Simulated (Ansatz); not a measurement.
Abridged output of a molecular run in Ansatz:

```
Functional definition: HF
2043 factors; integrals over basis functions are off by at most 1.2e-3 eV
mean field evaluation 1: about -21588.7675 eV, gradient 5.8e1 eV
mean field evaluation 2: about -21589.1158 eV, gradient 5.9e1 eV
mean field evaluation 4: about -21595.6184 eV, gradient 4.1e0 eV
mean field evaluation 8: about -21595.7063 eV, gradient 4.4e-1 eV
mean field -21595.70674980 eV, -793.6275849592 hartree, gradient 4.3e-6 eV, S^2 0.000000; 0 other end points of the search recorded, 0 dependent functions left out
13 core orbitals not correlated: weight in the atoms' cores, before any rotation towards them, 1.000 or more for the frozen orbitals, at most 0.000 for the correlated occupied ones
reference -21595.70674980 eV, -793.6275849592 hartree; 24, 24 occupied and 277, 277 virtual orbitals, 2043 factors
second order -36.66025311 eV of doubles, -0.00000000 eV of singles
cycle   1  -36.30177794 eV  change    3.6e-1 eV  update   1.5e-1
cycle   2  -37.22717011 eV  change   -9.3e-1 eV  update   4.6e-2
cycle   3  -37.46319791 eV  change   -2.4e-1 eV  update   2.4e-2
cycle   4  -37.44033440 eV  change    2.3e-2 eV  update   5.8e-3
cycle   5  -37.43496220 eV  change    5.4e-3 eV  update   2.8e-3
cycle   6  -37.43702390 eV  change   -2.1e-3 eV  update   9.5e-4
cycle   7  -37.43683653 eV  change    1.9e-4 eV  update   4.0e-4
cycle   8  -37.43660760 eV  change    2.3e-4 eV  update   1.3e-4
cycle   9  -37.43667906 eV  change   -7.1e-5 eV  update   5.1e-5
cycle  10  -37.43670982 eV  change   -3.1e-5 eV  update   1.8e-5
perturbative correction -1.26208184 eV, -0.0463806521 hartree
Total energy: -21634.40554145 eV, -795.0497393217 hartree
```

Its atoms:

Z-matrix (Å, degrees):
```
C
O 1 1.415
H 1 1.092 2 107.5
H 1 1.096 2 112.1 3 -118.7
H 1 1.095 2 112.0 3 118.9
Sn 2 1.933 1 120.8 3 -180.0
O 6 1.933 2 109.1 1 -52.3
F 6 1.914 2 106.3 1 58.2
H 6 1.683 2 112.4 1 -178.9
Si 7 1.639 6 136.9 2 88.0
H 10 1.489 7 110.9 6 -43.7
H 10 1.485 7 107.9 6 -163.1
H 10 1.486 7 111.0 6 77.2
```

Which basis set was used?
A. def2-TZVPPD
B. cc-pV(D+d)Z
C. def2-QZVPP
D. def2-TZVPP

D. It gives 314 functions.

Write the keys of the input that set method, charge and spin (a neutral closed shell needs none for the last two).


```yaml
correlation: {method: ccsd_t}
```
